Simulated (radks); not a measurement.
Spherical jellium clusters: N electrons in a uniform positive sphere of charge N and radius rs N^(1/3), rs = 2.61 bohr. Calculated with a radial shooting solver with Libxc functionals: non-relativistic Kohn-Sham, LDA (Slater exchange, Perdew-Wang correlation), spin-polarised, spherical densities. Levels are named by radial order and angular momentum (1s, 1p, 1d, 2s, ...), and open shells are averaged over m.

N = 38, configuration 1s2 1p6 1d10 2s2 1f14 2p(up 3, down 1). This is the lowest configuration that the search found. Occupied and some empty levels:

level    occupation  eigenvalue (eV)  <r> (bohr)
1s up             1          -9.3825       5.111
1s down           1          -9.1848       5.271
1p up             3          -8.0346       6.145
1p down           3          -7.9183       6.217
1d up             5          -6.3860       6.870
1d down           5          -6.3075       6.890
2s up             1          -5.7212       5.733
2s down           1          -5.4821       5.654
1f up             7          -4.4918       7.483
1f down           7          -4.4243       7.479
2p up             3          -3.5887       6.793
2p down           1          -3.3678       6.874
1g up             0          -2.4128       8.109
1g down           0          -2.3431       8.098
2d up             0          -1.5796       8.493
3s up             0          -1.4676       8.975
2d down           0          -1.4412       8.673
3s down           0          -1.3473       9.144

Energy (eV): total -51.1903, kinetic 142.73, external -5261.6, Hartree 2580.4, exchange-correlation -199.59, background 2686.8.

Electron density:

r (bohr)  n(r) (e/bohr^3)
0.644             0.01279
1.36              0.01340
2.08              0.01388
2.80              0.01387
3.52              0.01347
4.23              0.01318
4.95              0.01341
5.67              0.01393
6.39              0.01392
7.10              0.01249
7.82             0.009558
8.54             0.006091
9.26             0.003294
9.97             0.001607
10.7            0.0007410
11.4            0.0003276
12.1            0.0001417
12.8           0.00006048
13.6           0.00002596
14.3           0.00001099
